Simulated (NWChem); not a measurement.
Everything below was run with NWChem. System: C$_{7}$H$_{8}$, charge 1, spin multiplicity 2, at the geometry of a parent with another charge or spin, in a state set for the comparison that need not be this species' ground state. Its SCF solution wasn't tested for a lower state. Level: UHF/def2-SVP.

The NWChem input:

```
start mol
memory heap 200 mb stack 900 mb global 1100 mb
charge 1
geometry units angstroms nocenter noautoz
  C     -1.245022     0.673840     0.521203
  C     -1.245022    -0.673840     0.521203
  C      0.000000    -1.124222    -0.273110
  C      1.245022    -0.673840     0.521203
  C      1.245022     0.673840     0.521203
  C      0.000000     1.124222    -0.273110
  C      0.000000     0.000000    -1.355186
  H     -1.945866     1.352244     1.027215
  H     -1.945866    -1.352244     1.027215
  H      0.000000    -2.174625    -0.618871
  H      1.945866    -1.352244     1.027215
  H      1.945866     1.352244     1.027215
  H      0.000000     2.174625    -0.618871
  H      0.912526     0.000000    -1.985780
  H     -0.912526     0.000000    -1.985780
  symmetry group C2v
end
basis spherical
  * library def2-svp
end
scf
  uhf
  nopen 1
  maxiter 100
  thresh 1e-7
  semidirect memsize 60000000 filesize 0
  # guess.movecs holds the orbitals of an unrestricted PBE0 run
  vectors input guess.movecs output mol.movecs
end
task scf energy
```

NWChem printed:

```
             Northwest Computational Chemistry Package (NWChem) 7.3.0
             --------------------------------------------------------

                                NWChem Input Module
                                -------------------

 Scaling coordinates for geometry "geometry" by  1.889725989
 (inverse scale =  0.529177249)

 Turning off AUTOSYM since
 SYMMETRY directive was detected!

                             Geometry "geometry" -> ""
                             -------------------------

 Output coordinates in angstroms (scale by  1.889725989 to convert to a.u.)

  No.       Tag          Charge          X              Y              Z
 ---- ---------------- ---------- -------------- -------------- --------------
    1 C                    6.0000    -1.24502200     0.67384000     0.52120300
    2 C                    6.0000    -1.24502200    -0.67384000     0.52120300
    3 C                    6.0000     0.00000000    -1.12422200    -0.27311000
    4 C                    6.0000     1.24502200    -0.67384000     0.52120300
    5 C                    6.0000     1.24502200     0.67384000     0.52120300
    6 C                    6.0000     0.00000000     1.12422200    -0.27311000
    7 C                    6.0000     0.00000000     0.00000000    -1.35518600
    8 H                    1.0000    -1.94586600     1.35224400     1.02721500
    9 H                    1.0000    -1.94586600    -1.35224400     1.02721500
   10 H                    1.0000     0.00000000    -2.17462500    -0.61887100
   11 H                    1.0000     1.94586600    -1.35224400     1.02721500
   12 H                    1.0000     1.94586600     1.35224400     1.02721500
   13 H                    1.0000     0.00000000     2.17462500    -0.61887100
   14 H                    1.0000     0.91252600     0.00000000    -1.98578000
   15 H                    1.0000    -0.91252600     0.00000000    -1.98578000

 Effective nuclear repulsion energy (a.u.)     286.1826497334

            Nuclear Dipole moment (a.u.)
            ----------------------------
        X                 Y               Z
[...]
  Mulliken analysis of the alpha density
  --------------------------------------

    Atom       Charge   Shell Charges
 -----------   ------   -------------------------------------------------------
    1 C    6     3.11   0.99  0.46  0.17  1.06  0.40  0.02
    2 C    6     3.11   0.99  0.46  0.17  1.06  0.40  0.02
    3 C    6     3.08   0.99  0.42  0.24  1.01  0.39  0.03
    4 C    6     3.11   0.99  0.46  0.17  1.06  0.40  0.02
    5 C    6     3.11   0.99  0.46  0.17  1.06  0.40  0.02
    6 C    6     3.08   0.99  0.42  0.24  1.01  0.39  0.03
    7 C    6     2.98   0.99  0.44  0.17  1.00  0.37  0.02
    8 H    1     0.42   0.35  0.05  0.01
    9 H    1     0.42   0.35  0.05  0.01
   10 H    1     0.44   0.37  0.06  0.01
   11 H    1     0.42   0.35  0.05  0.01
   12 H    1     0.42   0.35  0.05  0.01
   13 H    1     0.44   0.37  0.06  0.01
   14 H    1     0.45   0.37  0.06  0.01
   15 H    1     0.45   0.37  0.06  0.01

   Mulliken analysis of the beta density
   -------------------------------------

    Atom       Charge   Shell Charges
 -----------   ------   -------------------------------------------------------
    1 C    6     2.80   0.99  0.46  0.14  0.88  0.32  0.02
    2 C    6     2.80   0.99  0.46  0.14  0.88  0.32  0.02
    3 C    6     3.15   0.99  0.43  0.26  1.02  0.42  0.03
    4 C    6     2.80   0.99  0.46  0.14  0.88  0.32  0.02
    5 C    6     2.80   0.99  0.46  0.14  0.88  0.32  0.02
    6 C    6     3.15   0.99  0.43  0.26  1.02  0.42  0.03
    7 C    6     2.99   0.99  0.44  0.17  1.00  0.37  0.02
    8 H    1     0.44   0.37  0.06  0.01
    9 H    1     0.44   0.37  0.06  0.01
   10 H    1     0.44   0.37  0.06  0.01
   11 H    1     0.44   0.37  0.06  0.01
   12 H    1     0.44   0.37  0.06  0.01
   13 H    1     0.44   0.37  0.06  0.01
   14 H    1     0.44   0.36  0.06  0.01
   15 H    1     0.44   0.36  0.06  0.01

   Mulliken analysis of the spin density
   -------------------------------------

    Atom       Charge   Shell Charges
 -----------   ------   -------------------------------------------------------
    1 C    6     0.30  -0.00  0.01  0.03  0.18  0.08  0.00
    2 C    6     0.30  -0.00  0.01  0.03  0.18  0.08  0.00
    3 C    6    -0.06  -0.00 -0.00 -0.01 -0.02 -0.03 -0.00
    4 C    6     0.30  -0.00  0.01  0.03  0.18  0.08  0.00
    5 C    6     0.30  -0.00  0.01  0.03  0.18  0.08  0.00
    6 C    6    -0.06  -0.00 -0.00 -0.01 -0.02 -0.03 -0.00
    7 C    6    -0.01  -0.00 -0.00  0.00  0.00 -0.01  0.00
    8 H    1    -0.02  -0.01 -0.01  0.00
    9 H    1    -0.02  -0.01 -0.01  0.00
   10 H    1     0.00  -0.00  0.00 -0.00
   11 H    1    -0.02  -0.01 -0.01  0.00
   12 H    1    -0.02  -0.01 -0.01  0.00
   13 H    1     0.00  -0.00  0.00 -0.00
   14 H    1     0.00   0.01 -0.00  0.00
   15 H    1     0.00   0.01 -0.00  0.00

       Multipole analysis of the density wrt the origin
       ------------------------------------------------

     L   x y z        total         alpha         beta         nuclear
     -   - - -        -----         -----         ----         -------
     0   0 0 0      1.000000    -25.000000    -24.000000     50.000000

     1   1 0 0      0.000000     -0.000000      0.000000      0.000000
     1   0 1 0      0.000000     -0.000000      0.000000     -0.000000
     1   0 0 1      0.526411     -0.237988      0.764410     -0.000011

     2   2 0 0    -21.514955   -110.920317   -103.478178    192.883540
     2   1 1 0      0.000000      0.000000      0.000000      0.000000
     2   1 0 1     -0.000000     -0.000000     -0.000000      0.000000
     2   0 2 0    -23.161703    -88.725699    -87.406803    152.970799
     2   0 1 1     -0.000000     -0.000000      0.000000      0.000000
     2   0 0 2    -27.136688    -70.574559    -68.362278    111.800149

 Task  times  cpu:        3.2s     wall:        3.2s

 Total times  cpu:        3.2s     wall:        3.2s
```
